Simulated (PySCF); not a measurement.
**Diatomic anions of O with group 13**

PBE0 with double-zeta basis sets in PySCF, for the lowest determinant that a PBE0 search found; no spin–orbit coupling. De refers to high-spin ground-configuration atoms (the charge goes to the atom of lower measured ionisation energy or higher electron affinity, which is not always the lowest computed limit). A positive dipole points towards O; it is taken about the centre of mass and depends on that origin.

```tsv
M	basis	charged atom	state (unpaired electrons)	Re (Å)	ωe (cm⁻¹)	De (eV)	μ (D)
B	aug-cc-pVDZ	O−	singlet (closed shell)	1.240	1720	9.27	2.38
Al	aug-cc-pV(D+d)Z/aug-cc-pVDZ	O−	singlet (closed shell)	1.645	960	6.02	-1.26
In	aug-cc-pVDZ-PP/aug-cc-pVDZ	O−	singlet (closed shell)	1.934	681	4.07	-4.42
Tl	aug-cc-pVDZ-PP/aug-cc-pVDZ	O−	singlet (closed shell)	2.016	614	3.41	-5.48
```

(1) The row for M = Ga is missing. Estimate Re, ωe and De as the mean of the rows for Al and In, and compare with the calculation.

Spin–orbit coupling is left out, which matters for elements this heavy, above all for dissociation energies. For an ion De counts to the pair picked by the measured ionisation energies or electron affinities, which need not be the lowest pair at this level.

Results:

(1) The means are 1.789 Å, 820 cm⁻¹ and 5.04 eV. PBE0 in aug-cc-pVDZ-PP/aug-cc-pVDZ gives GaO⁻ as a singlet (closed shell) with Re = 1.727 Å, ωe = 787 cm⁻¹, De = 4.99 eV, so the estimate is off by +6.3 pm, +4 % and +0.06 eV.
